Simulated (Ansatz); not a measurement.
Mulliken charges of CH5ClSn (`Cl[CH2][SnH3]`) from r2SCAN/def2-TZVPP in Ansatz (PBE0-D4/def2-TZVP geometry).

| atom | x (Å) | y (Å) | z (Å) | charge (e) |
| --- | --- | --- | --- | --- |
| Cl1 | -2.284 | 0.188 | -0.467 | -0.173 |
| C2 | -0.561 | 0.287 | -0.911 | -0.272 |
| Sn3 | 0.687 | -0.262 | 0.762 | 0.556 |
| H4 | -0.360 | 1.309 | -1.227 | 0.117 |
| H5 | -0.398 | -0.381 | -1.754 | 0.117 |
| H6 | 0.369 | 0.812 | 2.045 | -0.110 |
| H7 | 2.326 | -0.148 | 0.288 | -0.124 |
| H8 | 0.313 | -1.862 | 1.208 | -0.110 |

**Question.** By hand: the dipole of these point charges (1 e Å = 4.8032 D).

**Answer.** Σ q r = (0.478, -0.014, 0.010) e Å, of length 0.478 e Å = 2.30 D.

**Question.** How does the dipole of the full density compare? (Best estimate.)

**Answer.** The calculation gave: (0.328, 0.029, -0.118) e Å, 1.68 D; the point charges give 1.37 times that, at 22° from its direction.

Point charges leave out the atoms' own dipoles, such as those of lone pairs, and Mulliken's split depends on the basis, so the two needn't agree.
